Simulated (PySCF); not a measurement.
Sn(F)(SH)3 (FH3S3Sn), SMILES [F][Sn]([SH])([SH])[SH]. Atoms are numbered in the order given.

```xyz
8

F     -1.3059     1.6182    -0.1594
Sn    -0.0854     0.0996    -0.0310
S     -1.0123    -1.6810    -1.3757
S      2.0838     0.6592    -0.9348
S     -0.0368    -0.2250     2.3737
H     -2.2477    -1.5032    -0.8476
H      2.5298     1.0320     0.2888
H     -0.8154     0.8731     2.5333
```
Charge 0, spin multiplicity 1.

Geometry: B3LYP-D3(BJ)/def2-SVP. The structure was generated by enumeration; whether it is a known compound was not checked. The def2 effective core potentials stand for the cores of Sn; spin–orbit coupling is left out. The values are those of a single conformer.

All values below come from B3LYP-D3(BJ)/def2-SVP (PySCF 2.14.0).

Frequencies are harmonic and unscaled.

| mode | ν (cm⁻¹) | IR (km/mol) | Raman (Å⁴/amu) | depolarisation | moving atoms (share of kinetic energy) |
|---|---|---|---|---|---|
| 1 | 51 | 5.4 | 6.7 | 0.73 | S 41 %, H 39 %, F 17 % |
| 2 | 82 | 0.7 | 4.2 | 0.74 | S 76 %, H 12 % |
| 3 | 102 | 4.6 | 1.9 | 0.64 | S 61 %, Sn 25 %, H 11 % |
| 4 | 116 | 12.8 | 3.1 | 0.75 | S 40 %, H 37 %, Sn 12 %, F 10 % |
| 5 | 128 | 7.6 | 4.2 | 0.73 | H 54 %, S 22 %, F 12 %, Sn 11 % |
| 6 | 155 | 15.4 | 2.2 | 0.75 | H 42 %, F 40 %, S 12 % |
| 7 | 162 | 31.1 | 3.7 | 0.75 | F 48 %, H 24 %, S 19 %, Sn 9 % |
| 8 | 205 | 23.5 | 4.2 | 0.74 | H 85 %, F 8 % |
| 9 | 322 | 1.5 | 50.0 | 0.07 | S 92 % |
| 10 | 366 | 40.9 | 10.5 | 0.72 | S 68 %, Sn 28 % |
| 11 | 370 | 48.7 | 9.4 | 0.75 | S 69 %, Sn 29 % |
| 12 | 613 | 56.6 | 6.6 | 0.10 | F 86 %, Sn 13 % |
| 13 | 688 | 2.4 | 2.0 | 0.73 | H 95 % |
| 14 | 701 | 2.8 | 3.3 | 0.72 | H 93 % |
| 15 | 729 | 7.3 | 8.1 | 0.75 | H 94 % |
| 16 | 2662 | 3.2 | 119.9 | 0.31 | H 97 % |
| 17 | 2664 | 1.8 | 148.2 | 0.28 | H 97 % |
| 18 | 2667 | 1.7 | 111.4 | 0.30 | H 97 % |
